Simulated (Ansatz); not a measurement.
Geometry optimisation of the cluster Na3Pb.

```yaml
crystal:
  periodic: [false, false, false]
  atoms:
    - {symbol: Na, position_ang: [0.800996, 0.332034, 2.520330]}
    - {symbol: Na, position_ang: [-1.209714, -1.392236, -1.926136]}
    - {symbol: Na, position_ang: [1.644054, 0.329890, -0.869390]}
    - {symbol: Pb, position_ang: [-1.235336, 0.730313, 0.275185]}
basis:
  gaussian: {orbitals: def2-TZVP}
magnetization: {spin_polarized: true, initial_magnetization: 3}
hamiltonian: {xc: pbe, dispersion: d4}
scf: {lower_state_search: "off"}
output: {orbitals: {seedname: orbitals}}
relax: {f_tol: 0.02, max_steps: 100}
```

```sh
$ ansatz run in.yaml --threads 4 --pin off --events-out ev --progress --plain --max-ram 3916MiB
```

Shortened log:

```
Functional definition: PBE
  name "PBE"
  cite "Perdew, Burke & Ernzerhof, Phys. Rev. Lett. 77, 3865 (1996) doi:10.1103/PhysRevLett.77.3865"
  parent pbe
  parameter kappa = 0.804
  parameter beta = 0.06672455060314922
  exchange = pbe_x(kappa = kappa, mu = beta*pi^2/3)
  correlation = pbe_c(beta = beta)
these checks for a lower state are left out or cut short: stability, starts, cluster_reference, orbital_swaps, neighbouring_geometries, increment
mean field -18488.52275135 eV, -679.4406791412 hartree, gradient 4.2e-6 eV, S^2 3.783713; 0 other end points of the search recorded, 0 dependent functions left out
the calculation of the forces begins
relax step   1: F+E_penalty+E_count = -18488.60500209 eV  Δ(F+E_penalty+E_count) = +0.000e0 eV  max|allowed force component| = 2.867e-1 eV/Å  Δτ_max = 0.0000 Å  (52 SCF iters, accepted)
these checks for a lower state are left out or cut short: stability, starts, cluster_reference, orbital_swaps, neighbouring_geometries, increment
mean field -18488.54227460 eV, -679.4413966077 hartree, gradient 1.8e-6 eV, S^2 3.786794; 0 other end points of the search recorded, 0 dependent functions left out
the calculation of the forces begins
relax step   2: F+E_penalty+E_count = -18488.62445792 eV  Δ(F+E_penalty+E_count) = -1.946e-2 eV  max|allowed force component| = 2.299e-1 eV/Å  Δτ_max = 0.0405 Å  (30 SCF iters, accepted)
these checks for a lower state are left out or cut short: stability, starts, cluster_reference, orbital_swaps, neighbouring_geometries, increment
mean field -18488.59309763 eV, -679.4432643193 hartree, gradient 1.8e-6 eV, S^2 3.790654; 0 other end points of the search recorded, 0 dependent functions left out
the calculation of the forces begins
relax step   3: F+E_penalty+E_count = -18488.67521316 eV  Δ(F+E_penalty+E_count) = -5.076e-2 eV  max|allowed force component| = 7.488e-2 eV/Å  Δτ_max = 0.1948 Å  (36 SCF iters, accepted)
these checks for a lower state are left out or cut short: stability, starts, cluster_reference, orbital_swaps, neighbouring_geometries, increment
mean field -18488.64074021 eV, -679.4450151521 hartree, gradient 7.9e-6 eV, S^2 3.784826; 0 other end points of the search recorded, 0 dependent functions left out
the calculation of the forces begins
relax step   4: F+E_penalty+E_count = -18488.72398456 eV  Δ(F+E_penalty+E_count) = -4.877e-2 eV  max|allowed force component| = 1.732e-1 eV/Å  Δτ_max = 0.2000 Å  (31 SCF iters, accepted)
these checks for a lower state are left out or cut short: stability, starts, cluster_reference, orbital_swaps, neighbouring_geometries, increment
mean field -18488.69535928 eV, -679.4470223659 hartree, gradient 2.4e-6 eV, S^2 3.767992; 0 other end points of the search recorded, 0 dependent functions left out
the calculation of the forces begins
relax step   5: F+E_penalty+E_count = -18488.77979503 eV  Δ(F+E_penalty+E_count) = -5.581e-2 eV  max|allowed force component| = 2.551e-1 eV/Å  Δτ_max = 0.1964 Å  (34 SCF iters, accepted)
these checks for a lower state are left out or cut short: stability, starts, cluster_reference, orbital_swaps, neighbouring_geometries, increment
mean field -18488.77724883 eV, -679.4500317513 hartree, gradient 3.4e-6 eV, S^2 3.759587; 0 other end points of the search recorded, 0 dependent functions left out
the calculation of the forces begins
relax step   6: F+E_penalty+E_count = -18488.86299312 eV  Δ(F+E_penalty+E_count) = -8.320e-2 eV  max|allowed force component| = 2.451e-1 eV/Å  Δτ_max = 0.1989 Å  (30 SCF iters, accepted)
these checks for a lower state are left out or cut short: stability, starts, cluster_reference, orbital_swaps, neighbouring_geometries, increment
mean field -18488.85078200 eV, -679.4527340452 hartree, gradient 1.8e-6 eV, S^2 3.757856; 0 other end points of the search recorded, 0 dependent functions left out
the calculation of the forces begins
relax step   7: F+E_penalty+E_count = -18488.93762156 eV  Δ(F+E_penalty+E_count) = -7.463e-2 eV  max|allowed force component| = 1.832e-1 eV/Å  Δτ_max = 0.1915 Å  (30 SCF iters, accepted)
these checks for a lower state are left out or cut short: stability, starts, cluster_reference, orbital_swaps, neighbouring_geometries, increment
mean field -18488.90262624 eV, -679.4546392862 hartree, gradient 8.4e-6 eV, S^2 3.757224; 0 other end points of the search recorded, 0 dependent functions left out
the calculation of the forces begins
relax step   8: F+E_penalty+E_count = -18488.99053657 eV  Δ(F+E_penalty+E_count) = -5.292e-2 eV  max|allowed force component| = 6.987e-2 eV/Å  Δτ_max = 0.1948 Å  (25 SCF iters, accepted)
these checks for a lower state are left out or cut short: stability, starts, cluster_reference, orbital_swaps, neighbouring_geometries, increment
mean field -18488.92048060 eV, -679.4552954215 hartree, gradient 2.9e-6 eV, S^2 3.756218; 0 other end points of the search recorded, 0 dependent functions left out
the calculation of the forces begins
relax step   9: F+E_penalty+E_count = -18489.00870122 eV  Δ(F+E_penalty+E_count) = -1.816e-2 eV  max|allowed force component| = 2.340e-2 eV/Å  Δτ_max = 0.1485 Å  (28 SCF iters, accepted)
these checks for a lower state are left out or cut short: stability, starts, cluster_reference, orbital_swaps, neighbouring_geometries, increment
mean field -18488.92091849 eV, -679.4553115137 hartree, gradient 1.5e-6 eV, S^2 3.756195; 0 other end points of the search recorded, 0 dependent functions left out
the calculation of the forces begins
relax step  10: F+E_penalty+E_count = -18489.00918477 eV  Δ(F+E_penalty+E_count) = -4.836e-4 eV  max|allowed force component| = 1.112e-2 eV/Å  Δτ_max = 0.0242 Å  (24 SCF iters, accepted)
Total energy: -18489.00924206 eV, -679.4585573450 hartree
Atom 0 at     0.548970    -0.490590     1.885310 Å, force     0.004561    -0.004129     0.001182 eV/Å
Atom 1 at    -0.715180    -1.643275    -0.940443 Å, force     0.002531    -0.005035    -0.000783 eV/Å
Atom 2 at     1.615328     0.693960    -1.008172 Å, force     0.001799    -0.001960     0.000671 eV/Å
Atom 3 at    -1.449118     1.439906     0.063294 Å, force    -0.008892     0.011124    -0.001070 eV/Å
Dipole moment:     0.424071    -0.422964    -0.016844 e Å
Checks for a lower state left out: stability, starts, cluster_reference, orbital_swaps, neighbouring_geometries, increment
```

Run time 8 s (4 threads of AMD EPYC 9R45 on a shared host).

In the def2 sets Pb takes a core potential; there is no spin–orbit coupling. The relaxation made no stability test and no search for a lower SCF solution. At PBE-D4/def2-TZVP a doublet of charge 0 lies 0.66 eV below the quartet, each at its own geometry. The structure comes from a short search, and lower isomers may exist.
